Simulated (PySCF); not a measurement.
## Dipole response of In (indium, neutral)

[Kr] 4d10 5s1 5p2, high-spin 4P determinant (an excited configuration). All numbers are calculated (PySCF 2.14, a scalar-relativistic core potential, in aug-cc-pV5Z-PP with ECP28MDF (8s8p6d4f3g2h, 139 functions)). Coupled (time-dependent) response in atomic units; α is the mean over directions.

```json
{"method": "revPBE", "mean α (bohr³)": "76.94", "α xx, yy, zz": "58.76, 86.03, 86.03", "C₆ (like pair)": "846.0", "S(−4)": "2951"}
```

S(−4) is the Cauchy moment in α(ω) = α(0) + S(−4) ω² + …

Spin-orbit coupling is absent.

α(iu) at revPBE:

| u (hartree) | α(iu) (bohr³) |
| --- | --- |
| 0 | 76.94 |
| 0.0500 | 70.42 |
| 0.100 | 57.29 |
| 0.200 | 35.46 |
| 0.300 | 23.24 |
| 0.500 | 12.40 |
| 0.750 | 7.364 |
| 1.00 | 5.110 |
| 1.50 | 3.060 |
| 2.00 | 2.101 |
| 3.00 | 1.187 |
| 5.00 | 0.5256 |

A single London oscillator, α(iu) = α/(1 + u²/ω²), gives C₆ = (3/4) ω α². Matching the computed C₆ needs ω = 4 × 846.0 / (3 × 76.94²) = 0.191 hartree.

The components differ because the open shell of this determinant is not spherical; for a pure term their mean is the scalar polarisability.

Energies and moments cover only the electrons outside the core potential.
